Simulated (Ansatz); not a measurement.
Harmonic frequencies (cm⁻¹) at PBE0-D4/def2-TZVP from Ansatz: 62, 122, 199, 285, 362, 449, 808, 841, 864, 894, 1057, 1121, 1128, 1190, 1307, 1376, 1406, 1439, 1477, 1490, 1514, 2631, 3050, 3057, 3098, 3136, 3144.

Each molecule was computed in one conformer, which needn't be the lowest.

Problem. Which molecule is it?
A. `C#CB(C)C`
B. `COB(S)Br`
C. `CCOBCl`
D. `CBNC`

Solution. C.
